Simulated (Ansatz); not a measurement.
`[OH][Ge]([OH])([F])[SiH3]` + H₂O → `[OH][Ge]([OH])([OH])[SiH3]` + H–F  (formal hydrolysis of a Ge–F bond)

Gas-phase electronic energies from Ansatz, PBE0-D4/def2-TZVP geometries. CBS: MP2 limit from def2 TZ/QZ plus the TZ coupled-cluster correction, frozen cores. This one scheme is used for every species. Functionals use def2-TZVPP. B3LYP here is the variant with VWN-RPA as its local correlation; programs differ in this. For Ge outer-core shells are correlated without core-valence functions, which leaves a few kJ/mol of doubt a bond. Scalar relativity is left out up to krypton. One conformer a species, not always the lowest.

`[OH][Ge]([OH])([F])[SiH3]`:

Z-matrix (Å, degrees):
```
Ge
O 1 1.758
F 1 1.747 2 108.8
O 1 1.768 2 107.2 3 -111.0
Si 1 2.379 2 110.1 3 120.5
H 2 0.962 1 112.3 3 77.0
H 4 0.961 1 111.7 2 131.1
H 5 1.483 1 107.9 2 -176.2
H 5 1.482 1 108.5 2 -56.2
H 5 1.482 1 108.3 2 64.2
```

H₂O:

Z-matrix (Å, degrees):
```
O
H 1 0.960
H 1 0.960 2 105.1
```

`[OH][Ge]([OH])([OH])[SiH3]`:

Cartesian coordinates in Å:
```
O 0.878 -0.036 -1.794
Ge -0.074 -0.326 -0.322
O -1.780 -0.395 -0.817
O 0.359 -1.948 0.261
Si 0.307 1.344 1.329
H 0.310 -0.016 -2.570
H -2.128 -1.286 -0.722
H 0.977 -2.374 -0.341
H -0.213 2.639 0.825
H 1.766 1.441 1.580
H -0.402 0.956 2.572
```

H–F:

```xyz
2

F     0.172   -0.210    0.371
H    -0.172    0.210   -0.371
```

(1) Is it downhill or uphill in electronic energy at CCSD(T)/CBS, and by how much? (Best estimate.)

(2) What do these levels give: PBE-D4, PBE0-D4, B3LYP-D4, ωB97M-V, B2PLYP, PBE, r2SCAN, B3LYP, SCS-MP2/def2-QZVPP, HF/CBS(def2), MP2/CBS(def2), CCSD/CBS(def2)? (An estimate is asked.)

Largest T1 diagnostic among the species: 0.013.

Answers

(1) The calculation gave: Uphill: ΔE = +32.1 kJ/mol.

(2) The calculation gave: PBE-D4 35.2, PBE0-D4 34.2, B3LYP-D4 37.4, ωB97M-V 36.9, B2PLYP 37.3, PBE 37.4, r2SCAN 38.8, B3LYP 40.9, SCS-MP2/def2-QZVPP 33.8, HF/CBS(def2) 44.9, MP2/CBS(def2) 30.0, CCSD/CBS(def2) 33.5 kJ/mol.

The D4 term adds −3.5 kJ/mol with B3LYP and −1.9 kJ/mol with PBE0; it sums over pairs of atoms, weighted by their polarisabilities, and B3LYP, whose exchange is more repulsive, gets the larger term. In def2-TZVPP, CCSD(T) changes the Hartree–Fock value by −11.0 kJ/mol (the triples alone add −1.4 kJ/mol) and MP2 by −13.2 kJ/mol.
